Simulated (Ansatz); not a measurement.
`N/C=C/[CH2][AlH2]` + `FCS` → `F[CH2][AlH2]` + `N/C=C/CS`  (formal exchange of groups at the Al–C bond)

Program: Ansatz. Geometries: PBE0-D4/def2-TZVP. ΔE: electronic, gas phase. CCSD(T)/CBS is the MP2 limit (def2-TZVPP, def2-QZVPP) plus CCSD(T) − MP2 in def2-TZVPP, frozen cores. Double bonds are as drawn, so ΔE can hold a change between cis and trans. DFT in def2-TZVPP. One conformer a species, not always the lowest.

`N/C=C/[CH2][AlH2]`:

```xyz
13

N     0.380    0.472    2.158
C     0.061    0.629    0.829
C    -0.756   -0.179    0.107
C    -1.090    0.014   -1.334
Al    0.770   -0.608   -1.463
H     0.205   -0.438    2.554
H     1.260    0.863    2.449
H     0.425    1.555    0.391
H    -1.105   -1.094    0.586
H    -1.910   -0.616   -1.664
H    -1.250    1.052   -1.621
H     1.116   -2.156   -1.370
H     1.894    0.504   -1.621
```

`FCS`:

```xyz
6

F     0.249   -1.267    0.818
C     0.023   -0.412   -0.234
S     0.599    1.252    0.079
H    -1.046   -0.416   -0.451
H     0.583   -0.772   -1.100
H    -0.408    1.615    0.889
```

`F[CH2][AlH2]`:

```xyz
7

F    -1.177   -0.971    1.124
C    -0.424   -0.767   -0.036
Al    0.556    0.954   -0.007
H    -1.108   -0.829   -0.893
H     0.260   -1.620   -0.144
H     0.447    1.933    1.232
H     1.447    1.300   -1.276
```

`N/C=C/CS`:

```xyz
12

N     0.826   -0.379   -2.227
C     0.279    0.199   -1.103
C    -0.151   -0.436   -0.009
C    -0.621    0.282    1.201
S     0.622    0.105    2.536
H     0.687   -1.372   -2.328
H     0.705    0.125   -3.089
H     0.263    1.286   -1.130
H    -0.121   -1.522    0.037
H    -1.561   -0.134    1.569
H    -0.769    1.342    0.987
H    -0.159    0.503    3.556
```

```json
{"level": "PBE-D4", "ΔE (kcal/mol)": "13.6"}
{"level": "r2SCAN-D4", "ΔE (kcal/mol)": "14.5"}
{"level": "ωB97X-V", "ΔE (kcal/mol)": "11.0"}
{"level": "PBE", "ΔE (kcal/mol)": "13.1"}
{"level": "r2SCAN", "ΔE (kcal/mol)": "14.4"}
{"level": "MP2/def2-QZVPP", "ΔE (kcal/mol)": "11.8"}
{"level": "HF/CBS(def2)", "ΔE (kcal/mol)": "5.3"}
{"level": "MP2/CBS(def2)", "ΔE (kcal/mol)": "11.6"}
```

(1) What does CCSD(T)/CBS give? (Estimate.)

Largest T1 diagnostic among the species: 0.012.

## Answers

(1) Computed: +10.4 kcal/mol. The listed levels differ from it by 3.2, 4.1, 0.6, 2.7, 4.0, 1.4, -5.1, 1.2 kcal/mol.

In def2-TZVPP, CCSD(T) changes the Hartree–Fock value by +5.5 kcal/mol (the triples alone add +1.2 kcal/mol) and MP2 by +6.7 kcal/mol. The D4 term adds +0.8 kcal/mol with B3LYP and +0.4 kcal/mol with PBE0; it sums over pairs of atoms, weighted by their polarisabilities, and B3LYP, whose exchange is more repulsive, gets the larger term.

B3LYP here is the variant with VWN-RPA as its local correlation; programs differ in this.
